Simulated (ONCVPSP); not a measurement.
# Before and after: ONCV potential for phosphorus (P)

```
Element                 : P
Generator               : ONCVPSP 4.0.1
Type                    : optimised norm-conserving Vanderbilt (ONCV)
Functional              : PBEsol
Relativity              : scalar-relativistic
Frozen core             : [He]
Valence charge          : 13
Reference configuration : 2s2 2p6 3s1 3p4
Partial waves           : 2s+3s: rc 0.90 bohr, ncon 4, nbas 8, qcut 13.5 1/bohr, 3 projectors, debl 2.2 Ha; 2p+3p: rc 0.95 bohr, ncon 4, nbas 7, qcut 13.1 1/bohr, 3 projectors, debl 1.4 Ha
Local potential         : polynomial inside 0.85 bohr (lpopt 5, dvloc0 0 Ha)
Core correction         : Teter function, fcfact 2, rcfact 1.45
```

Change: all radii but the core radius scaled by about 0.91 (s 0.82, p 0.86 bohr); local potential polynomial inside 0.78 bohr (lpopt 5, dvloc0 0 Ha).

Cutoffs: the cutoffs (Ha) at which the residual kinetic energy of the hardest occupied pseudo-wave falls to 1 and 0.1 mHa per electron; they do not see the model core or the augmentation charge, which bear on the density cutoff. Errors are all-electron minus pseudo energies relative to the spin-unpolarised reference configuration.

Q: How do hardness, ghosts and transferability respond?

A: The potential gets harder (80 Ha and 140 Ha → 112 Ha and 202 Ha); of the 4 tests that both files solve, the error grows in 1 and shrinks in 0 by more than 15 % and 0.3 meV (median size 3.2 → 3.5 meV); neither file shows a bound ghost. A smaller radius makes the pseudo-wave follow the all-electron one further in, where it bends more sharply, so more plane waves are needed.

```csv
quantity,base,changed
"cutoff, loose",80 Ha,112 Ha
"cutoff, tight",140 Ha,202 Ha
loose cutoff by channel,"s 35 Ha, p 80 Ha","s 54 Ha, p 112 Ha"
bound ghosts,none,none
GHOST(+) flags under 300 eV,none,none
"error for 2s2 2p6 3s2 3p3, meV [ΔE -8.51 eV]",-0.7,-0.5
"error for 2s2 2p6 3s2 3p2, meV [ΔE 1.19 eV]",+0.8,+1.1
"error for 2s2 2p6 3s2 3p1, meV [ΔE 20.30 eV]",+5.7,+5.9
"error for 2s2 2p6 3s1 3p0, meV [ΔE 101.92 eV]",+24,+23
"rms error of d²Exc/dni dnj with the model core, mHa",1.36,1.49
```
